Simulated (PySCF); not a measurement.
C2H5BF2O, SMILES FCB(OC)F.

Geometry: PBE0-D3(BJ)/def2-SVP. The structure was generated by enumeration, and PubChem lists no compound with its InChIKey, so it may never have been made. The values are those of a single conformer.

The numbers are results of TDDFT-PBE/def2-SVPD run with PySCF, not measurements.

Vertical excitations. 

Computed lowest excited states:
```json
[
 {"state": "S1", "energy (eV)": "7.07", "λ (nm)": "175", "f": "0.008", "main pairs": "HOMO→LUMO+1 100 %"},
 {"state": "S2", "energy (eV)": "7.26", "λ (nm)": "171", "f": "0.018", "main pairs": "HOMO−1→LUMO+1 63 %, HOMO→LUMO 36 %"},
 {"state": "S3", "energy (eV)": "7.27", "λ (nm)": "171", "f": "0.001", "main pairs": "HOMO→LUMO 62 %, HOMO−1→LUMO+1 37 %"},
 {"state": "S4", "energy (eV)": "7.63", "λ (nm)": "162", "f": "0.110", "main pairs": "HOMO−1→LUMO 83 %, HOMO−3→LUMO 15 %"},
 {"state": "S5", "energy (eV)": "7.83", "λ (nm)": "158", "f": "0.001", "main pairs": "HOMO−2→LUMO+1 99 %"},
 {"state": "S6", "energy (eV)": "7.85", "λ (nm)": "158", "f": "0.000", "main pairs": "HOMO−2→LUMO 79 %, HOMO−3→LUMO+1 19 %"},
 {"state": "S7", "energy (eV)": "7.87", "λ (nm)": "158", "f": "0.002", "main pairs": "HOMO−3→LUMO+1 80 %, HOMO−2→LUMO 19 %"},
 {"state": "S8", "energy (eV)": "7.94", "λ (nm)": "156", "f": "0.013", "main pairs": "HOMO→LUMO+2 87 %"},
 {"state": "S9", "energy (eV)": "8.08", "λ (nm)": "153", "f": "0.017", "main pairs": "HOMO→LUMO+3 77 %, HOMO−3→LUMO 13 %"},
 {"state": "S10", "energy (eV)": "8.15", "λ (nm)": "152", "f": "0.003", "main pairs": "HOMO−1→LUMO+2 96 %"},
 {"state": "T1", "energy (eV)": "6.64", "λ (nm)": "187", "f": "0", "main pairs": "HOMO→LUMO 99 %"},
 {"state": "T2", "energy (eV)": "6.86", "λ (nm)": "181", "f": "0", "main pairs": "HOMO−1→LUMO 93 %"},
 {"state": "T3", "energy (eV)": "6.96", "λ (nm)": "178", "f": "0", "main pairs": "HOMO→LUMO+1 98 %"},
 {"state": "T4", "energy (eV)": "7.17", "λ (nm)": "173", "f": "0", "main pairs": "HOMO−1→LUMO+1 99 %"}
]
```
Triplets are in the Tamm–Dancoff approximation, which puts them higher than full response would, so one can lie above its singlet here.
